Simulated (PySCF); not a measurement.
A PySCF script (with the pyscf-properties extension) for the NMR shieldings of SMILES C=C(C)P(CP)CCC#N, C₇H₁₃NP₂, on a GFN2-xTB geometry:

```python
import basis_set_exchange as bse
import numpy as np
from pyscf import gto, dft
from pyscf.prop import nmr

atoms = """
C    -1.876617   -0.027337    1.932111
C    -1.398731    0.204048    0.715279
C    -2.225326    0.033153   -0.520829
P     0.358967    0.749831    0.614782
C     0.330752    1.769696   -0.941816
P     2.084299    2.362545   -1.171171
C     1.096766   -0.788215   -0.140726
C     1.150395   -1.912511    0.895928
C     1.730524   -3.098512    0.322620
N     2.188143   -4.027615   -0.161450
H    -1.269618    0.123428    2.810248
H    -2.886066   -0.370013    2.099548
H    -2.400928    0.996729   -0.998156
H    -1.729820   -0.614277   -1.243561
H    -3.189288   -0.404969   -0.270310
H    -0.347064    2.616825   -0.813862
H     0.028408    1.179833   -1.811274
H     2.048437    3.264135   -0.110384
H     1.778995    3.356355   -2.100920
H     2.107418   -0.529017   -0.470953
H     0.522567   -1.103378   -1.016767
H     0.140810   -2.148674    1.249361
H     1.752223   -1.605076    1.756202
"""
names = dict.fromkeys(["C", "P", "N", "H"], "pcSseg-1")
basis = {el: gto.basis.parse(bse.get_basis(n, elements=[el], fmt="nwchem")) for el, n in names.items()}
mol = gto.M(atom=atoms, basis=basis, charge=0, verbose=0)
mf = dft.RKS(mol, xc="PBE0")
mf.grids.level = 2
mf.grids.alignment = dft.numint.BLKSIZE   # the property module wants whole blocks of grid points
mf.conv_tol = 1e-9
mf.kernel()

calc = nmr.RKS(mf)   # GIAO
C = mf.mo_coeff
Co = C[:, mf.mo_occ > 0]
resp = mf.gen_response(singlet=True, hermi=2)
def vind(x):   # induced exchange potential for any number of trial vectors
    d = np.einsum("pi,xij,qj->xpq", C, 2 * x.reshape(-1, C.shape[1], Co.shape[1]), Co, optimize=True)
    return np.einsum("xpq,pi,qj->xij", resp(d - d.transpose(0, 2, 1)), C, Co, optimize=True).ravel()
mo1, _ = nmr.rhf.solve_mo1(calc, with_cphf=vind)
sigma = calc.kernel(mo1)
for i, s in enumerate(sigma):   # ppm
    print("%2d %-2s %9.2f" % (i, mol.atom_pure_symbol(i), np.trace(s) / 3))
```

Task: What does it print?

Result: 
```
 0 C      49.57
 1 C      32.74
 2 C     165.97
 3 P     345.79
 4 C     171.66
 5 P     508.45
 6 C     157.61
 7 C     172.46
 8 C      62.41
 9 N     -29.83
10 H      25.91
11 H      25.67
12 H      29.74
13 H      29.66
14 H      29.71
15 H      29.45
16 H      30.38
17 H      28.88
18 H      28.44
19 H      29.41
20 H      30.12
21 H      29.63
22 H      29.67
```

These numbers come from an equivalent density-fitted implementation of the same equations, which agrees with the script to about 0.01 ppm for H and up to a few tenths of a ppm for heavy atoms, so last digits may differ.

Size and cost of the density-fitted run: 249 basis functions, 110 s wall time on 1 thread of an Arm Neoverse N1, shared host; peak memory 1.2 GiB.
